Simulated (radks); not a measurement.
The numbers below are computed, except where a source is named.
The nuclear charge of neutral bromine is varied continuously with 35 electrons held in [Ar] 3d10 4s2 4p5. Code: a radial shooting solver on a logarithmic mesh with Libxc functionals. Model: non-relativistic Kohn-Sham, SCAN, spin-polarised, spherical densities, point nucleus; open shells are filled with parallel spins first; meta-GGA in the generalised Kohn-Sham scheme. By the Hellmann-Feynman theorem dE/dZ = E(electron-nucleus)/Z, the electronic potential at the nucleus.

[
 {"Z": "34.75", "E (hartree)": "-2530.61060", "E(electron-nucleus)/Z (hartree)": "-174.211", "HOMO": "4p", "e(HOMO) (eV)": "-5.198", "<r> HOMO (bohr)": "2.208"},
 {"Z": "35", "E (hartree)": "-2574.37001", "E(electron-nucleus)/Z (hartree)": "-175.860", "HOMO": "4p", "e(HOMO) (eV)": "-7.682", "<r> HOMO (bohr)": "2.113"},
 {"Z": "35.25", "E (hartree)": "-2618.54025", "E(electron-nucleus)/Z (hartree)": "-177.505", "HOMO": "4p", "e(HOMO) (eV)": "-10.352", "<r> HOMO (bohr)": "2.031"},
 {"Z": "35.5", "E (hartree)": "-2663.12199", "E(electron-nucleus)/Z (hartree)": "-179.148", "HOMO": "4p", "e(HOMO) (eV)": "-13.195", "<r> HOMO (bohr)": "1.959"},
 {"Z": "35.75", "E (hartree)": "-2708.11373", "E(electron-nucleus)/Z (hartree)": "-180.788", "HOMO": "4p", "e(HOMO) (eV)": "-16.204", "<r> HOMO (bohr)": "1.894"},
 {"Z": "36", "E (hartree)": "-2753.51566", "E(electron-nucleus)/Z (hartree)": "-182.426", "HOMO": "4p", "e(HOMO) (eV)": "-19.370", "<r> HOMO (bohr)": "1.836"}
]

The central difference of E at Z = 35 is -175.859 hartree, to compare with the third column; the second derivative is -6.57 hartree.
